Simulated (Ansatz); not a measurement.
HSZn (SMILES [SH][Zn+]), charge +1, singlet, geometry from GFN2-xTB (such geometries of metal compounds can be far from the true shape). Base run: Ansatz (a quantum-chemistry and plane-wave program) with B3LYP/cc-pVTZ.

Here is a job for Ansatz.
Ansatz 0.2 input:
```yaml
crystal:
  periodic: [false, false, false]
  atoms:
    - {symbol: Zn, position_ang: [-0.36132780, -0.65142862, -0.26440656]}
    - {symbol: S, position_ang: [0.58625743, 1.18634901, 0.41826102]}
    - {symbol: H, position_ang: [1.45971500, 0.56127429, 1.24002068]}
basis:
  gaussian:
    orbitals: cc-pVTZ
hamiltonian:
  xc: b3lyp
total_charge: 1
```

The base run was repeated with changes; each row names its change, and settings that it needs were set with it.

| change | basis functions | E (Eh) |
|---|---|---|
| base | 116 | -2178.01719 |
| basis = jorge-DZP-DKH; relativity = none | 72 | -2172.77772 |
| basis = cc-pVDZ-DK; relativity = spin-free X2C | 66 | -2195.57282 |
| basis = jorge-DZP-DKH; relativity = spin-free X2C | 72 | -2195.37796 |
| basis = cc-pVDZ-DK; relativity = spin-free X2C; nucleus = Gaussian | 66 | -2195.56360 |
| basis = cc-pVDZ-DK; relativity = none | 66 | -2168.62739 |
| basis = x2c-SVPall; relativity = spin-free X2C | 59 | -2195.09512 |
| basis = x2c-SVPall; relativity = spin-free X2C; nucleus = Gaussian | 59 | -2195.08768 |
| basis = x2c-SVPall; relativity = none | 59 | -2171.63391 |
| basis = jorge-DZP-DKH; relativity = spin-free X2C; nucleus = Gaussian | 72 | -2195.36976 |

Totals shift with the method and basis; they matter in differences.

Ansatz warned in this series: the basis is contracted for relativity, which the run leaves out.

Basis sets contracted for a relativistic Hamiltonian are a mismatch without it, so the rows without relativity aren't non-relativistic limits. No row has spin-orbit coupling; sets with core potentials leave out the core electrons.
